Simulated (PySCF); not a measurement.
input.py for GeH2O2

Input:

```python
from pyscf import gto, dft, scf

mol = gto.M(
    atom='Ge 0.2846 0.2316 0.0575; O -0.8509 -0.4677 1.2515; O -0.2984 -0.4677 -1.4836; H -1.5432 -1.0581 0.9409; H -1.057 -1.0581 -1.4662',
    basis='sbkjc',
    ecp={'Ge': 'sbkjc', 'O': 'sbkjc'},
    charge=0,
    spin=0,
    verbose=4,
)
mf = dft.RKS(mol, xc='revtpss')
mf = mf.density_fit(auxbasis='def2-universal-jkfit')
mf = scf.addons.smearing_(mf, sigma=0.01, method='fermi')
mf.kernel()
mf.dip_moment()
print('orbital energies (hartree):', mf.mo_energy[..., max(0, mol.nelec[1]-3):mol.nelec[0]+3].round(4))
```

```bash
$ OMP_NUM_THREADS=1 python input.py
```

Output (some set-up lines and the per-cycle HOMO/LUMO lines with their warnings removed):

```
PySCF version 2.14.0

[INPUT] Symbol           X                Y                Z      unit          X                Y                Z       unit  Magmom
[INPUT]  1 Ge     0.284600000000   0.231600000000   0.057500000000 AA    0.537816055051   0.437660570449   0.108659252162 Bohr   0.0
[INPUT]  2 O     -0.850900000000  -0.467700000000   1.251500000000 AA   -1.607967959392  -0.883824908459   2.364992244893 Bohr   0.0
[INPUT]  3 O     -0.298400000000  -0.467700000000  -1.483600000000 AA   -0.563894275570  -0.883824908459  -2.803597678405 Bohr   0.0
[INPUT]  4 H     -1.543200000000  -1.058100000000   0.940900000000 AA   -2.916225355429  -1.999519212402   1.778043310603 Bohr   0.0
[INPUT]  5 H     -1.057000000000  -1.058100000000  -1.466200000000 AA   -1.997440513665  -1.999519212402  -2.770716443837 Bohr   0.0

nuclear repulsion = 31.8754700700263
number of shells = 16
number of NR pGTOs = 58
number of NR cGTOs = 28
basis = sbkjc
ecp = {'Ge': 'sbkjc', 'O': 'sbkjc'}

******** <class 'pyscf.scf.smearing.SmearingDFRKS'> ********
method = SmearingDFRKS
initial guess = minao
damping factor = 0
level_shift factor = 0
DIIS = <class 'pyscf.scf.diis.CDIIS'>
SCF conv_tol = 1e-09
SCF max_cycles = 50
XC functionals = revtpss

grids dens level: 3
Initial guess from minao.
tot grids = 68424
init E= -35.1291319188593
    sigma = 0.01  Optimized mu = 0.0117563129933  entropy = 0.571706508063
    Total E(T) = -35.3526810003043  Free energy = -35.358398065385  E0 = -35.3555395328446
cycle= 1 E= -35.3526810003043  delta_E= -0.224  |g|= 1.63  |ddm|= 4.12
    sigma = 0.01  Optimized mu = -0.281432132072  entropy = 0.0319445033686
    Total E(T) = -33.9725262352619  Free energy = -33.9728456802956  E0 = -33.9726859577787
cycle= 2 E= -33.9725262352619  delta_E= 1.38  |g|= 1.83  |ddm|= 4.54
    sigma = 0.01  Optimized mu = -0.171904500036  entropy = 0.00578706537749
    Total E(T) = -36.9129469052825  Free energy = -36.9130047759363  E0 = -36.9129758406094
cycle= 3 E= -36.9129469052825  delta_E= -2.94  |g|= 0.0902  |ddm|= 3.29
    sigma = 0.01  Optimized mu = -0.177152790387  entropy = 0.00889208942183
    Total E(T) = -36.9145694131255  Free energy = -36.9146583340197  E0 = -36.9146138735726
cycle= 4 E= -36.9145694131255  delta_E= -0.00162  |g|= 0.0655  |ddm|= 0.222
    sigma = 0.01  Optimized mu = -0.173698542598  entropy = 0.00699146192077
    Total E(T) = -36.9173324387248  Free energy = -36.917402353344  E0 = -36.9173673960344
cycle= 5 E= -36.9173324387248  delta_E= -0.00276  |g|= 0.0173  |ddm|= 0.11
    sigma = 0.01  Optimized mu = -0.175458057482  entropy = 0.00661675654535
    Total E(T) = -36.9175255725378  Free energy = -36.9175917401032  E0 = -36.9175586563205
cycle= 6 E= -36.9175255725378  delta_E= -0.000193  |g|= 0.000804  |ddm|= 0.0211
    sigma = 0.01  Optimized mu = -0.175436647275  entropy = 0.00660422394735
    Total E(T) = -36.9175260734516  Free energy = -36.9175921156911  E0 = -36.9175590945714
cycle= 7 E= -36.9175260734516  delta_E= -5.01e-07  |g|= 0.000348  |ddm|= 0.00235
    sigma = 0.01  Optimized mu = -0.175424970184  entropy = 0.00660286022783
    Total E(T) = -36.9175260848321  Free energy = -36.9175921134344  E0 = -36.9175590991332
cycle= 8 E= -36.9175260848321  delta_E= -1.14e-08  |g|= 0.000373  |ddm|= 0.000567
    sigma = 0.01  Optimized mu = -0.175417219084  entropy = 0.0066020128979
    Total E(T) = -36.9175261237805  Free energy = -36.9175921439095  E0 = -36.917559133845
cycle= 9 E= -36.9175261237805  delta_E= -3.89e-08  |g|= 2.95e-06  |ddm|= 0.000301
    sigma = 0.01  Optimized mu = -0.175416651783  entropy = 0.00660204665432
    Total E(T) = -36.9175261234493  Free energy = -36.9175921439158  E0 = -36.9175591336826
cycle= 10 E= -36.9175261234493  delta_E= 3.31e-10  |g|= 8.14e-07  |ddm|= 1.23e-05
    sigma = 0.01  Optimized mu = -0.175416647038  entropy = 0.00660208869248
    Total E(T) = -36.9175261230272  Free energy = -36.9175921439141  E0 = -36.9175591334706
Extra cycle  E= -36.9175261230272  delta_E= 4.22e-10  |g|= 1.85e-06  |ddm|= 4e-06
converged SCF energy = -36.9175261230272
Dipole moment(X, Y, Z, Debye): -1.73239, -1.40989, -0.35026
orbital energies (hartree): [-2.801e-01 -2.799e-01 -2.671e-01 -8.810e-02 -1.050e-02 -2.000e-04]
```

In short: E(SCF) = -36.917526 Eh, 10 cycles, μ(SCF) = 2.26 D.

Run time: 5.3 s on 1 thread of Arm Neoverse N1 (shared host).
